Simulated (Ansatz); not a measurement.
```yaml
crystal:
  periodic: [false, false, false]
  atoms:
    - {symbol: La, position_ang: [1.650140, 1.054113, -0.438086]}
    - {symbol: La, position_ang: [-0.116211, -1.468685, 1.459837]}
    - {symbol: La, position_ang: [-1.472005, 0.295869, -0.959206]}
basis:
  gaussian: {orbitals: def2-SVP}
total_charge: 1
hamiltonian: {xc: {name: revPBE0}, pseudopotentials: {relativity: none}}
scf: {lower_state_search: full}
output: {forces: true}
```

```sh
$ ansatz run in.yaml --threads 2 --pin off --events-out ev --progress --plain --max-ram 4352MiB
```

Shortened log:

```
Functional definition: revPBE0
933 factors; integrals over basis functions are off by at most 5.3e-4 eV
mean field evaluation 1: about -2558.2768 eV, gradient 5.6e1 eV
mean field evaluation 2: about -2558.2457 eV, gradient 5.6e1 eV
mean field evaluation 4: about -2563.1185 eV, gradient 3.5e1 eV
mean field evaluation 8: about -2569.7951 eV, gradient 1.9e0 eV
mean field evaluation 16: about -2569.8142 eV, gradient 2.2e-2 eV
mean field evaluation 32: about -2569.8143 eV, gradient 5.5e-4 eV
mean field evaluation 64: about -2569.8143 eV, gradient 5.5e-5 eV
mean field evaluation 96: about -2569.8058 eV, gradient 1.3e0 eV
mean field evaluation 128: about -2566.2236 eV, gradient 6.4e0 eV
mean field evaluation 160: about -2522.6683 eV, gradient 1.0e2 eV
mean field evaluation 192: about -2455.8523 eV, gradient 1.0e2 eV
mean field evaluation 224: about -2478.0105 eV, gradient 1.1e2 eV
mean field evaluation 256: about -2510.5017 eV, gradient 8.9e1 eV
mean field evaluation 288: about -2498.1936 eV, gradient 1.5e2 eV
mean field evaluation 320: about -2495.2883 eV, gradient 8.5e1 eV
mean field evaluation 352: about -2498.1976 eV, gradient 1.5e2 eV
mean field evaluation 384: about -2469.4860 eV, gradient 1.3e2 eV
mean field evaluation 416: about -2444.3816 eV, gradient 1.1e2 eV
mean field evaluation 448: about -2505.7281 eV, gradient 1.2e2 eV
mean field evaluation 480: about -2509.4618 eV, gradient 1.4e2 eV
mean field evaluation 512: about -2500.8464 eV, gradient 1.4e2 eV
mean field evaluation 544: about -2509.9738 eV, gradient 7.0e1 eV
mean field evaluation 576: about -2520.6791 eV, gradient 1.2e2 eV
mean field evaluation 608: about -2509.8984 eV, gradient 1.1e2 eV
mean field evaluation 640: about -2503.0138 eV, gradient 1.2e2 eV
mean field evaluation 672: about -2514.9691 eV, gradient 1.1e2 eV
mean field evaluation 704: about -2497.1356 eV, gradient 1.2e2 eV
mean field evaluation 736: about -2502.1086 eV, gradient 9.5e1 eV
mean field evaluation 768: about -2518.3465 eV, gradient 9.5e1 eV
mean field evaluation 800: about -2497.2120 eV, gradient 1.2e2 eV
mean field evaluation 832: about -2520.5817 eV, gradient 9.1e1 eV
mean field evaluation 864: about -2483.3112 eV, gradient 1.0e2 eV
mean field evaluation 896: about -2569.8137 eV, gradient 5.2e-2 eV
mean field evaluation 928: about -2547.4417 eV, gradient 7.9e1 eV
mean field evaluation 960: about -2569.8143 eV, gradient 1.2e-3 eV
mean field evaluation 992: about -2567.9061 eV, gradient 1.9e1 eV
mean field -2569.81425379 eV, -94.4389319442 hartree, gradient 9.9e-7 eV, S^2 0.000000; 13 other end points of the search recorded, 0 dependent functions left out
reference -2569.81429699 eV, -94.4389335317 hartree; 16, 16 occupied and 80, 80 virtual orbitals, 933 factors
Total energy: -2569.81429699 eV, -94.4389335317 hartree
Atom 0 at     1.650140     1.054113    -0.438086 Å, force     0.051759     0.094869    -0.077548 eV/Å
Atom 1 at    -0.116211    -1.468685     1.459837 Å, force    -0.111572    -0.044308    -0.000597 eV/Å
Atom 2 at    -1.472005     0.295869    -0.959206 Å, force     0.059813    -0.050560     0.078145 eV/Å
Dipole moment:    -0.157211     0.010605    -0.077330 e Å
```

It took 2.4 min on 2 threads of Arm Neoverse V1 on a shared host.

In the def2 sets La takes a core potential; there is no spin–orbit coupling. The restricted singlet is unstable towards broken spin symmetry in Hartree–Fock (as tested in another run); at RKS revPBE0/def2-SVP this wasn't settled.

The dipole of an ion depends on the origin.
